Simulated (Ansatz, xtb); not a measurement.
Molecule: MnF (charge 0, septet). The spin state was set by rule; other spins were not relaxed. 
Structure (B3LYP-D3(BJ)/def2-TZVP (Ansatz, a quantum-chemistry and plane-wave program) minimum search):
```
Mn
F 1 1.8392
```
Charge 0, spin multiplicity 7.

Harmonic wavenumbers from GFN2-xTB (xtb, at its own minimum), cm⁻¹: 610.

Task: Give the harmonic wavenumbers at B3LYP-D3(BJ)/def2-TZVP (Ansatz, finite differences of forces, unscaled).

Result: 608 cm⁻¹. Zero-point energy 0.9 kcal/mol.

Task: From these and the geometry, give the ideal-gas thermochemistry at 298.15 K and 1 atm (rigid rotor, harmonic oscillator).

Result: Point group C∞v, rotational symmetry number 1. Rotational constants 10.58, 10.58 GHz. S(trans) 38.82, S(rot) 14.66, S(vib) 0.44, S(elec, spin only) 3.87, S 57.8 cal/(mol K). H(298) - H(0) 2.17 kcal/mol; G - E(el) -14.2 kcal/mol.
